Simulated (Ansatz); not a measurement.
Coupled-cluster diagnostics for the cluster Ga₃N₃⁺, Ansatz.

Geometry of the doublet (PBE-D4/def2-SVP):

```xyz
6

Ga   -0.2908    3.1301   -0.6440
Ga    0.9165   -2.2213    0.8404
Ga   -0.2677   -0.0291   -0.1606
N     1.3383   -0.4089    0.9155
N    -1.0284    1.4595   -0.8506
N    -0.6678   -1.9303   -0.1007
```

Correlated methods freeze 30 core orbitals; core or outer-core shells of Ga are correlated, in sets that lack core-valence functions. Another isomer (doublet) lies 1.23 eV lower at PBE0-D4/def2-TZVP; other spin states weren't run for this one.

Estimate the CCSD(T) correlation energy, the shares of MP2 and (T), T1 and the reference's ⟨S²⟩ for: charge 1, doublet, own geometry in def2-SVP; and the rough time on 4 threads of Arm Neoverse V2 on a shared host.


```csv
state,basis,correlation (eV),MP2 share (%),(T) share (%),T1,⟨S²⟩ (pure),wall time,remarks
"charge 1, doublet, own geometry",def2-SVP,-27.713,92.5,5.0,0.057,2.99 (0.75),4.2 min,"flagged by the program, large T1, spin-contaminated"
```
Customary marks for T1 are 0.02 (closed shells), 0.045 (open shells) and about 0.05 (3d metals). T1 exceeds 0.02 in 1 of 1 rows and 0.045 in 1; the higher it lies, the less the single-reference result can be trusted.
